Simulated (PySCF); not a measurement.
C₄H₅ClSi. Atoms are numbered in the order given.

```xyz
11

Cl     0.1179    -2.3424     0.0000
C      0.0603    -0.6018     0.0000
C      1.1509     0.1983     0.0000
Si     0.4850     1.9465     0.0000
C     -1.3046     1.3760     0.0000
C     -1.2853     0.0237     0.0000
H      2.1677    -0.1976     0.0000
H      0.8603     2.7353    -1.2124
H      0.8603     2.7353     1.2124
H     -2.2401     1.9410     0.0000
H     -2.1704    -0.6223     0.0000
```
Charge 0, spin multiplicity 1.

The structure is a stationary point at r2SCAN-D4/def2-SVP.

The numbers are results of TDA-PBE/def2-SVPD in PySCF, not measurements.

Vertical excitations. Isolated molecule, no solvent. State labels are in the subgroup Cs.

Computed excitation energies, oscillator strengths and character:
```
state  symmetry  energy (eV)  λ (nm)      f                          main pairs
-----  --------  -----------  ------  -----  ----------------------------------
S1           A'         4.28     290  0.050                      HOMO→LUMO 87 %
S2           A"         4.78     260  0.001                   HOMO−2→LUMO 100 %
S3           A'         5.26     236  0.110  HOMO−1→LUMO 76 %, HOMO→LUMO+3 15 %
S4           A"         5.48     226  0.003                    HOMO−3→LUMO 93 %
S5           A"         5.50     225  0.003                    HOMO→LUMO+1 97 %
S6           A"         5.84     212  0.004                    HOMO−4→LUMO 87 %
S7           A"         5.90     210  0.000                    HOMO→LUMO+2 91 %
S8           A"         6.20     200  0.004                    HOMO→LUMO+4 98 %
S9           A'         6.29     197  0.016                    HOMO−5→LUMO 93 %
S10          A'         6.56     189  0.182  HOMO→LUMO+3 52 %, HOMO−6→LUMO 29 %
T1           A'         2.65     468      0                      HOMO→LUMO 98 %
T2           A'         4.22     294      0                    HOMO−1→LUMO 91 %
T3           A"         4.63     268      0                    HOMO−2→LUMO 99 %
T4           A"         5.01     247      0                    HOMO−3→LUMO 98 %
```
Triplets are in the Tamm–Dancoff approximation.
